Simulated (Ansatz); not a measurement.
Ansatz (a program for electronic structure) input (wB97M-V/6-311+G**): A basis named .json is the Basis Set Exchange file of that set (core-valence sets with the plain set on hydrogen).

Ansatz 0.2 input:
```yaml
crystal:
  periodic: [false, false, false]
  atoms:
    - {symbol: O, position_ang: [-0.28909318, -0.28996304, -0.25831172]}
    - {symbol: H, position_ang: [-0.60312612, 0.57263896, 0.03775842]}
    - {symbol: H, position_ang: [0.61646415, -0.15317731, -0.56100456]}
basis:
  gaussian:
    orbitals: 6-311+G__.json
hamiltonian:
  xc: {name: wB97M-V}
magnetization: {spin_polarized: false}
```

Output:

```
Functional definition: wB97M-V
integrals: 0.01 GiB planned
278 factors; their error is unknown
integrals: 0.04 GiB planned
80 factors; integrals over basis functions are off by at most 2.6e-5 eV
mean field: 0.11 GiB planned
mean field evaluation 1: about -2076.4643 eV, gradient 4.4e1 eV
mean field evaluation 2: about -2075.8714 eV, gradient 4.9e1 eV
mean field evaluation 4: about -2079.6422 eV, gradient 2.9e-1 eV
mean field evaluation 8: about -2079.6300 eV, gradient 1.1e-3 eV
mean field -2079.63003440 eV, -76.4249941404 hartree, gradient 5.1e-5 eV, S^2 0.000000; 0 other end points of the search recorded, 0 dependent functions left out
reference -2079.63006746 eV, -76.4249953551 hartree; 5, 5 occupied and 29, 29 virtual orbitals, 278 factors
Total energy: -2079.63006746 eV, -76.4249953551 hartree
```
